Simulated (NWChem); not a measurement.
A series in which one site is exchanged, each optimised at PBE0/def2-SVP with NWChem, gas phase unless a solvent is named. All stand in one matching conformer (torsions within 35°), which need not be the lowest. Some are not confirmed as minima by frequencies. def2 effective core potentials on In; no spin-orbit coupling.

A: CB(N)O (CH₆BNO; site = B)
B: [CH3][In]([NH2])[OH] (CH$_{6}$InNO; site = In)
C: [Ga]([NH2])([OH])[CH3] (CH$_{6}$GaNO; site = Ga)

```tsv
quantity	A	B	C
vertical ionisation energy, ΔSCF, PBE0/def2-SVP (eV)	9.81	8.81	?
static polarisability, PBE0/def2-SVPD (bohr³)	41.0	62.5	?
lowest singlet excitation, PBE0/def2-SVPD, TDA (eV)	6.62	4.94	?
```

Complete the blanks.


- vertical ionisation energy, ΔSCF, PBE0/def2-SVP (eV), C: 9.15
- static polarisability, PBE0/def2-SVPD (bohr³), C: 53.4
- lowest singlet excitation, PBE0/def2-SVPD, TDA (eV), C: 5.64
